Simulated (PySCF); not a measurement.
# UHF on Cl (chlorine, neutral)

Configuration: [Ne] 3s1 3p6, 2S determinant (an excited configuration). All numbers are calculated (PySCF 2.14, scalar relativity by spin-free X2C-1e, in x2c-TZVPPall (5s5p3d1f, 42 functions)).

| Quantity | Value |
| --- | --- |
| Total energy | -460.314828 hartree |
| One-electron energy | -635.3987 hartree |
| Hartree (Coulomb) energy | 202.5457 hartree |
| Exchange energy | -27.4618 hartree |
| ⟨S²⟩ | 0.7736 |
| ⟨L²⟩ | 0.000 |
| Sum of ⟨r⟩ | 16.04 bohr |
| Sum of ⟨r²⟩ | 28.60 bohr² |
| Langevin diamagnetic susceptibility | -22.7 ×10⁻⁶ cm³/mol |

```
shell  electrons  mean orbital energy (eV)  rms radius, mean of both spins (bohr)
 1s α          1                   -2866.5                                  0.105
 1s β          1                   -2865.7                                  0.105
 2s α          1                   -292.77                                  0.479
 2s β          1                   -291.42                                  0.479
 2p α          3                   -222.13                                  0.450
 2p β          3                   -221.38                                  0.450
 3s α          1                   -32.593                                   1.64
 3p α          3                   -15.558                                   2.01
 3p β          3                   -11.756                                   2.01
```

Densities and radii are taken from the X2C orbitals without a picture-change correction, which distorts them close to the nucleus.
